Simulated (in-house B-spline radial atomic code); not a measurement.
## RPA and G0W0 on wB97X: N IV (N3+)

Configuration [He] 2s2, mean-field start wB97X. Computed with an all-electron radial atomic-structure program (B-spline basis): all electrons, scalar-relativistic (spin-free one-electron X2C), finite nucleus, each spin shell either full or empty, empty states to l = 9 with an (l + 1/2)⁻⁴ tail; G0W0 by contour deformation at full frequency.

Command:
```bash
python run_gw.py task.json out
```
Settings (radii: box in bohr, nucleus in fm):
```
Z                        7
electrons                4
configuration            [He] 2s2
hamiltonian              x2c
method                   wb97x
lmax                     9
rms_radius               2.5582
spin_polarised           False
box_radius               14.14
intervals                71
ion_configuration        [He] 2s1
```

Cost of the run: 1.5 s on 1 thread of Arm Neoverse V2, with other jobs on the host.

Energies (hartree):

| term | value |
| --- | --- |
| mean-field total | -51.24057 |
| Hartree-Fock functional on these orbitals | -51.11065 |
| direct second order | -0.24451 |
| second-order exchange | 0.11939 |
| SOSEX correction | 0.10002 |

What is the RPA correlation energy, and what remains with SOSEX?

RPA gives -0.20481 hartree (-1.39 eV per electron); RPA + SOSEX gives -0.10479, and the second-order doubles -0.12512 hartree (no singles). SOSEX takes back 49 % of the RPA value.

Quasi-particle levels (eV):

```json
{"level": "2s", "occupied": "yes", "mean field": "-72.83", "Σx - vxc": "-2.45", "Σc": "?", "QP weight": "?", "G0W0": "?"}
{"level": "1s", "occupied": "yes", "mean field": "-461.75", "Σx - vxc": "-31.43", "Σc": "5.86", "QP weight": "0.892", "G0W0": "-487.32"}
{"level": "2p", "occupied": "no", "mean field": "-51.39", "Σx - vxc": "5.06", "Σc": "-1.58", "QP weight": "0.969", "G0W0": "-47.91"}
```

G0W0 = mean field + (Σx - vxc) + Σc, with Σc (partial-wave tail included) taken at the quasi-particle energy.

Where does G0W0 put 2s?

At -77.28 eV, with Σc = -2.00 eV and a quasi-particle weight of 0.960. The tabulated removal energy is 77.474 eV (NIST, measured).

What does it cost to remove one electron (to [He] 2s1) by differences of total energies, each species on its own start (correlation terms add to the Hartree-Fock functional)?

wB97X 75.64 eV, Hartree-Fock functional 75.01 eV, + RPA 77.12 eV, + RPA + SOSEX 76.54 eV, + second order 77.03 eV. Tabulated: 77.474 eV (NIST, measured).
